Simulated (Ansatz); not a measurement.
`[SiH3][O][Ga]([Cl])[Cl]` and `C[O][Ga]([Cl])[Cl]` differ in one element.

Ansatz, PBE0-D4/def2-TZVP geometries, multiplicity 1. Each molecule was computed in one conformer, which needn't be the lowest.

Scalar relativity is left out up to krypton.

```tsv
property	`[SiH3][O][Ga]([Cl])[Cl]`
HOMO energy (B3LYP/def2-TZVPP) / eV	-8.81
LUMO energy (B3LYP/def2-TZVPP) / eV	-2.05
HOMO energy (PBE0/def2-TZVPP) / eV	-9.03
LUMO energy (PBE/def2-TZVPP) / eV	-2.68
HOMO–LUMO gap (B3LYP/def2-TZVPP) / eV	6.77
HOMO–LUMO gap (PBE/def2-TZVPP) / eV	4.93
```

Problem. What does the change do to each property? (Best estimate.)

Solution. Ansatz gave: 
```tsv
property	`C[O][Ga]([Cl])[Cl]`	shift
HOMO energy (B3LYP/def2-TZVPP) / eV	-8.27	0.54
LUMO energy (B3LYP/def2-TZVPP) / eV	-1.81	0.24
HOMO energy (PBE0/def2-TZVPP) / eV	-8.51	0.52
LUMO energy (PBE/def2-TZVPP) / eV	-2.44	0.24
HOMO–LUMO gap (B3LYP/def2-TZVPP) / eV	6.46	-0.31
HOMO–LUMO gap (PBE/def2-TZVPP) / eV	4.55	-0.38
```

With PBE0 the HOMO rises by 0.52 eV and the LUMO rises by 0.24 eV, so the gap narrows by about 0.28 eV. PBE moves the HOMO by 0.62 eV and ωB97M-V by 0.43 eV.

B3LYP here is the variant with VWN-RPA as its local correlation; programs differ in this.
